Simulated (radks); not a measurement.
Results of a calculation; reference values are marked as such.
Charge is removed step by step from the 6s1/2 level of Dy, starting from [Xe] 4f10 6s2. Level of theory: Dirac Kohn-Sham, LDA (Slater exchange, Perdew-Wang correlation), spin-unpolarised, spherical densities, finite nucleus; open shells are shared between the two j in proportion to 2j + 1; Fermi nuclear charge, rms radius 5.2218 fm (a radial shooting solver on a logarithmic mesh with Libxc functionals).

removed (e)	E - E(0) (eV)	eigenvalue (eV)	E minus straight line (eV)
0	0.000	-3.897	0.000
0.125	0.525	-4.509	-0.281
0.25	1.128	-5.134	-0.484
0.375	1.809	-5.772	-0.609
0.5	2.571	-6.421	-0.653
0.625	3.415	-7.080	-0.615
0.75	4.342	-7.749	-0.495
0.875	5.352	-8.426	-0.290
1	6.448	-9.110	0.000

Removing the whole electron costs 6.448 eV by Delta-SCF, against 3.897 eV from minus the eigenvalue at the starting occupation. Slater's transition state (half an electron removed) gives 6.421 eV. Integrating minus the eigenvalue over the occupation (Janak's theorem) gives 6.448 eV. The mean slope of the eigenvalue, de/dn, is 5.21 eV per electron. Ionisation energy of Dy in the NIST Atomic Spectra Database: 5.939 eV (measured).

Beside tabulated values, note that spin-unpolarised runs miss the spin-polarisation part of the exchange energy of open shells.
